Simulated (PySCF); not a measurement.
Se(Me)(Et) (C3H8Se), SMILES CC[Se]C. Atoms are numbered in the order given.

```xyz
12

Se     0.0674     0.2738     0.7091
C     -1.3112     1.1965    -0.3368
H     -1.5810     2.1095     0.2271
H     -2.2102     0.5588    -0.4429
H     -0.9326     1.4913    -1.3340
C      0.2598    -1.3075    -0.4581
C      0.9014    -1.0267    -1.8108
H     -0.7453    -1.7658    -0.5629
H      0.8739    -2.0083     0.1438
H      1.9098    -0.5828    -1.6926
H      0.2934    -0.3232    -2.4151
H      1.0017    -1.9639    -2.3994
```

Geometry: PBE-D3(BJ)/def2-SVP. The values are those of a single conformer.

Calculation: PySCF 2.14.0 with PBE-D3(BJ)/def2-SVP.

Frequencies are harmonic and unscaled.

```
mode  ν (cm⁻¹)  IR (km/mol)  moving atoms (share of kinetic energy)
----  --------  -----------  --------------------------------------
1           76          0.6                          H 51 %, C 45 %
2          137          0.3                                  H 94 %
3          185          0.0                          H 51 %, C 43 %
4          258          0.1                          H 74 %, C 23 %
5          289          0.4                 C 52 %, H 29 %, Se 19 %
6          552          0.7                 C 67 %, H 20 %, Se 13 %
7          591          0.8                 C 70 %, Se 16 %, H 14 %
8          714          4.6                          H 85 %, C 14 %
9          867          7.2                          H 84 %, C 15 %
10         872          7.5                          H 85 %, C 14 %
11         950          8.1                          H 70 %, C 30 %
12         988          6.7                          H 77 %, C 22 %
13        1043          0.9                          C 67 %, H 33 %
14        1204         27.9                          H 75 %, C 25 %
15        1213          0.7                          H 81 %, C 19 %
16        1245          2.9                          H 84 %, C 16 %
17        1339          2.6                          H 80 %, C 20 %
18        1384          7.1                                  H 95 %
19        1391          6.1                           H 91 %, C 9 %
20        1399          8.3                                  H 95 %
21        1413         10.1                                  H 97 %
22        1422          2.6                                  H 97 %
23        2965         26.8                                  H 97 %
24        2979         17.9                                  H 98 %
25        2990         15.6                                  H 95 %
26        3044          8.3                           H 91 %, C 9 %
27        3050         11.5                           H 91 %, C 9 %
28        3073         17.5                          H 90 %, C 10 %
29        3088          5.0                          H 90 %, C 10 %
30        3100          2.6                          H 90 %, C 10 %
```
